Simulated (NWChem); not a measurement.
C3H10Si; SMILES CC(C)[SiH3]

No frequency run checked for a minimum.

Problem. Give the equilibrium geometry at PBE0/def2-SVP (NWChem) as a Z-matrix, with the point group.

Solution. point group Cs; any orientation.
```
C
H 1 1.1065
C 1 1.5287 2 108.31
H 3 1.1014 1 112.23 2 58.36
H 3 1.1029 4 107.46 1 -122.73
H 3 1.1032 4 107.44 5 -114.94
C 1 1.5287 2 108.31 3 -121.53
H 7 1.1014 1 112.23 2 -58.36
H 7 1.1029 8 107.46 1 122.73
H 7 1.1032 8 107.44 9 114.94
Si 1 1.8974 2 105.11 3 119.23
H 11 1.4973 1 110.64 2 -60.17
H 11 1.4973 12 108.54 1 -121.57
H 11 1.4985 12 108.31 13 -117.39
```
